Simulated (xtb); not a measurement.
xtb input (GFN1-xTB):

```bash
xtb mol.xyz --gfn 1 --sp --chrg 0 --uhf 0
```
mol.xyz:
```
6

C     -0.00000000    -0.00000000    -1.88659538
C     -0.00000000    -0.00000000    -0.68177999
C      0.00000000     0.00000000     0.68177999
C      0.00000000     0.00000000     1.88659538
H     -0.00000000    -0.00000000    -2.94883252
H      0.00000000     0.00000000     2.94883252
```

Output:

```
           -------------------------------------------------
          |                Calculation Setup                |
           -------------------------------------------------

           -------------------------------------------------
          |                 G F N 1 - x T B                 |
           -------------------------------------------------

        Reference                      10.1021/acs.jctc.7b00118
      * Hamiltonian:
        H0-scaling (s, p, d)           1.850000    2.250000    2.000000
        zeta-weighting                 0.000000
      * Dispersion:
        s8                             2.400000
        a1                             0.630000
        a2                             5.000000
        s9                             0.000000
      * Repulsion:
        kExp                           1.500000
        rExp                           1.000000
      * Coulomb:
        alpha                          2.000000
        third order                    atomic
        anisotropic                    false
      * Halogen bond correction:
        rad-scale                      1.300000
        damping                        0.440000

          ...................................................
          :                      SETUP                      :
          :.................................................:
          :  # basis functions                  20          :
          :  # atomic orbitals                  20          :
          :  # shells                           12          :
          :  # electrons                        18          :
          :  # halogen bonds                     0          :
          :  max. iterations                   250          :
          :  Hamiltonian                  GFN1-xTB          :
          :  restarted?                      false          :
          :  GBSA solvation                  false          :
          :  PC potential                    false          :
          :  electronic temp.          300.0000000     K    :
          :  accuracy                    1.0000000          :
          :  -> integral cutoff          0.2500000E+02      :
          :  -> integral neglect         0.1000000E-07      :
          :  -> SCF convergence          0.1000000E-05 Eh   :
          :  -> wf. convergence          0.2000000E-04 e    :
          :  Broyden damping             0.4000000          :
          :  net charge                          0          :
          :  unpaired electrons                  0          :
          ...................................................

 iter      E             dE          RMSdq      gap      omega  full diag
   1     -9.6659004 -0.966590E+01  0.108E+01    4.96       0.0  T
   2     -9.6712256 -0.532526E-02  0.646E+00    4.95       1.0  T
   3     -9.6657788  0.544679E-02  0.135E+00    4.96       1.0  T
   4     -9.6726350 -0.685611E-02  0.180E-01    4.95       1.0  T
   5     -9.6726853 -0.503495E-04  0.588E-03    4.95       6.9  T
   6     -9.6726854 -0.795847E-07  0.467E-05    4.95     873.4  T
   7     -9.6726854  0.113065E-10  0.776E-05    4.95     526.2  T

   *** convergence criteria satisfied after 7 iterations ***

         #    Occupation            Energy/Eh            Energy/eV
      -------------------------------------------------------------
         1        2.0000           -0.6443154             -17.5327
       ...           ...                  ...                  ...
         3        2.0000           -0.6085224             -16.5587
         4        2.0000           -0.5686619             -15.4741
         5        2.0000           -0.5401042             -14.6970
         6        2.0000           -0.5050867             -13.7441
         7        2.0000           -0.5050867             -13.7441
         8        2.0000           -0.4413312             -12.0092
         9        2.0000           -0.4413312             -12.0092 (HOMO)
        10                         -0.2594454              -7.0599 (LUMO)
        11                         -0.2594454              -7.0599
        12                         -0.1035629              -2.8181
        13                         -0.1035629              -2.8181
        14                         -0.1022069              -2.7812
       ...                                ...                  ...
        20                          1.6053891              43.6849
      -------------------------------------------------------------
                  HL-Gap            0.1818858 Eh            4.9494 eV
             Fermi-level           -0.3503883 Eh           -9.5346 eV

 SCC (total)                   0 d,  0 h,  0 min,  0.002 sec
 SCC setup                      ...        0 min,  0.000 sec (  2.311%)
 Dispersion                     ...        0 min,  0.000 sec (  1.136%)
 classical contributions        ...        0 min,  0.000 sec (  0.575%)
 integral evaluation            ...        0 min,  0.001 sec ( 25.069%)
 iterations                     ...        0 min,  0.001 sec ( 29.896%)
 molecular gradient             ...        0 min,  0.001 sec ( 37.955%)
 printout                       ...        0 min,  0.000 sec (  2.836%)

         :::::::::::::::::::::::::::::::::::::::::::::::::::::
         ::                     SUMMARY                     ::
         :::::::::::::::::::::::::::::::::::::::::::::::::::::
         :: total energy              -9.384433617590 Eh    ::
         :: gradient norm              0.013155506377 Eh/a0 ::
         :: HOMO-LUMO gap              4.949365773573 eV    ::
         ::.................................................::
         :: SCC energy                -9.672685380800 Eh    ::
         :: -> electrostatic           0.000909918284 Eh    ::
         :: repulsion energy           0.289669735997 Eh    ::
         :: dispersion energy         -0.001417972787 Eh    ::
         :: halogen bond corr.         0.000000000000 Eh    ::
         :: add. restraining           0.000000000000 Eh    ::
         :: total charge               0.000000000000 e     ::
         :::::::::::::::::::::::::::::::::::::::::::::::::::::

           -------------------------------------------------
          |                Property Printout                |
           -------------------------------------------------

    * Orbital Energies and Occupations

         #    Occupation            Energy/Eh            Energy/eV
      -------------------------------------------------------------
         1        2.0000           -0.6443154             -17.5327
         2        2.0000           -0.6419564             -17.4685
         3        2.0000           -0.6085224             -16.5587
         4        2.0000           -0.5686619             -15.4741
         5        2.0000           -0.5401042             -14.6970
         6        2.0000           -0.5050867             -13.7441
         7        2.0000           -0.5050867             -13.7441
         8        2.0000           -0.4413312             -12.0092
         9        2.0000           -0.4413312             -12.0092 (HOMO)
        10                         -0.2594454              -7.0599 (LUMO)
        11                         -0.2594454              -7.0599
        12                         -0.1035629              -2.8181
        13                         -0.1035629              -2.8181
        14                         -0.1022069              -2.7812
        15                         -0.0994243              -2.7055
        16                          0.0659817               1.7955
        17                          0.2411671               6.5625
        18                          0.4458656              12.1326
        19                          1.2921682              35.1617
Note: The following floating-point exceptions are signalling: IEEE_DENORMAL
normal termination of xtb
        20                          1.6053891              43.6849
      -------------------------------------------------------------
                  HL-Gap            0.1818858 Eh            4.9494 eV
             Fermi-level           -0.3503883 Eh           -9.5346 eV

  Mulliken/CM5 charges         n(s)   n(p)   n(d)
     1C    -0.07062 -0.12180   1.097  2.974  0.000
     2C     0.00372  0.00103   1.081  2.915  0.000
     3C     0.00372  0.00103   1.081  2.915  0.000
     4C    -0.07062 -0.12180   1.097  2.974  0.000
     5H     0.06690  0.12077   0.933  0.000  0.000
     6H     0.06690  0.12077   0.933  0.000  0.000

Wiberg/Mayer (AO) data.
largest (>0.10) Wiberg bond orders for each atom

 ---------------------------------------------------------------------------
     #   Z sym  total        # sym  WBO       # sym  WBO       # sym  WBO
 ---------------------------------------------------------------------------
     1   6 C    3.986 --     2 C    2.756     5 H    0.981     4 C    0.245
     2   6 C    3.988 --     1 C    2.756     3 C    1.217
     3   6 C    3.988 --     4 C    2.756     2 C    1.217
     4   6 C    3.986 --     3 C    2.756     6 H    0.981     1 C    0.245
     5   1 H    0.993 --     1 C    0.981
     6   1 H    0.993 --     4 C    0.981
 ---------------------------------------------------------------------------

Topologies differ in total number of bonds
Writing topology from bond orders to xtbtopo.mol

 dipole moment from electron density (au)
     X       Y       Z
   0.0000   0.0000  -0.0000  total (Debye):    0.000

           -------------------------------------------------
          | TOTAL ENERGY               -9.384433617590 Eh   |
          | GRADIENT NORM               0.013155506377 Eh/α |
          | HOMO-LUMO GAP               4.949365773573 eV   |
           -------------------------------------------------

------------------------------------------------------------------------
------------------------------------------------------------------------
 total:
 SCF:
```
